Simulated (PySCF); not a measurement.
Working out the excitation energy of Br

Br [Ar] 3d10 4s2 4p5 (2P) → Br [Ar] 3d10 4s2 4p4 4d1 (high-spin determinant). Calculation: PySCF 2.14, in aug-cc-pVTZ-PP with ECP10MDF (6s5p4d2f, 55 functions); scalar relativity through the core potential. Frozen: 3s2 3p6 3d10. Energies in hartree (1 hartree = 27.21139 eV):

```json
{"part": "UHF", "Br (lower)": "-415.491803", "Br (upper)": "-415.120402"}
{"part": "CCSD correlation", "Br (lower)": "-0.156207", "Br (upper)": "-0.135216"}
{"part": "(T)", "Br (lower)": "-0.004958", "Br (upper)": "-0.004944"}
```

Q: What does Hartree-Fock give?

A: (-415.120402) − (-415.491803) = 0.371401 hartree = 10.106 eV.

Q: What do CCSD and CCSD(T) give?

A: The CCSD correlation energies differ by 0.020991 hartree = 0.571 eV and the triples by 0.000014 hartree = 0.000 eV, so CCSD gives 10.677 eV and CCSD(T) 10.677 eV.

One determinant mixes LS terms, so it does not stand for a single term.
